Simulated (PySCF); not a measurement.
Mapped SMILES: `[O:1]=[CH:2][NH:3]/[C:4]([SiH3:5])=[CH:6]/[SiH3:7]`. Each H is labelled by its parent atom.

Geometry: PBE0-D3(BJ)/def2-SVP; GIAO shifts from PySCF 2.14.0 with density-fitted response routines, gas phase, non-relativistic, averaged over equivalent atoms.

At WP04/pcSseg-1 (178 basis functions, 43 s wall time on 1 thread of an Arm Neoverse N1, shared host):
```csv
atoms,δ (ppm)
O1,409.1
C2,160.0
C4,155.0
C6,116.1
N3,179.8
Si5,-70.8
Si7,-72.7
H(C2),7.53
H(N3),6.26
H(C6),5.03
H(Si5),3.90
H(Si7),3.66
```

Scale: ¹⁷O (317.54 ppm) vs H2O; ¹³C (172.44 ppm) and ²⁹Si (338.69 ppm) and ¹H (31.56 ppm) vs TMS; NH3 for ¹⁵N (246.90 ppm) (reference shieldings calculated alike).

Question: What do these become at PBE0/pcSseg-1?

Answer: 
| atoms | δ at PBE0/pcSseg-1 | change |
| --- | --- | --- |
| O1 | 428.9 | +19.8 |
| C2 | 160.7 | +0.7 |
| C4 | 153.8 | -1.2 |
| C6 | 113.6 | -2.5 |
| N3 | 186.9 | +7.1 |
| Si5 | -75.7 | -4.9 |
| Si7 | -78.9 | -6.2 |
| H(C2) | 7.76 | +0.23 |
| H(N3) | 6.22 | -0.04 |
| H(C6) | 5.34 | +0.31 |
| H(Si5) | 4.59 | +0.69 |
| H(Si7) | 4.30 | +0.64 |

Referencing at the same level of theory: ¹⁷O (334.56 ppm) against H2O; TMS for ¹³C (184.41 ppm), ²⁹Si (351.99 ppm), ¹H (31.27 ppm); NH3 for ¹⁵N (265.67 ppm).

The largest change is at O1 (amide-type carbonyl oxygen). Cost: 178 basis functions, 47 s wall time on 1 thread of an Arm Neoverse N1, shared host. The order of the carbon signals is the same at both levels.

Hydrogen bonding in solution deshields acid and N–H amide carbonyl carbons by as much as 10 ppm beyond these values. Unscaled 17O shifts of doubly bonded oxygen tend to come out too high, by tens of ppm or more. Experimental scales use liquid or dissolved standards, which lie at an offset from isolated NH3 (liquid NH3: subtract about 20 ppm) and H2O (liquid H2O: subtract about 36 ppm). Unscaled 15N shifts of sp2 nitrogen come out 20 to 40 ppm too high even then.
